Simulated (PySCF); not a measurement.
# Excitation energy of Ga+ by level of theory

Ga+ [Ar] 3d10 4s2 (1S) → Ga+ [Ar] 3d10 4s1 4p1 (3P), as a difference of total energies. All numbers are calculated (PySCF 2.14, scalar relativity through the core potential, in aug-cc-pVTZ-PP with one added diffuse shell each of s, d, f type with ECP10MDF (7s5p5d3f, 68 functions)). Correlated levels: valence: 3s2 3p6 3d10 frozen. The calculations carry no spin-orbit coupling.

```csv
method,excitation energy (eV),error (eV)
UHF,4.598,-1.388
LDA,6.564,+0.578
PBE,6.261,+0.275
PBE0,5.921,-0.065
r2SCAN,5.845,-0.141
BP86,6.299,+0.313
CAM-B3LYP,6.233,+0.247
wB97X-V,6.053,+0.067
B2PLYP,5.950,-0.036
MP2 (valence),5.257,-0.729
SCS-MP2 (valence),5.446,-0.540
```

Reference: 5.986 eV (measured; NIST levels, between the centres of gravity of the two terms).

Errors of the correlated levels include the incompleteness of this basis and the frozen core.
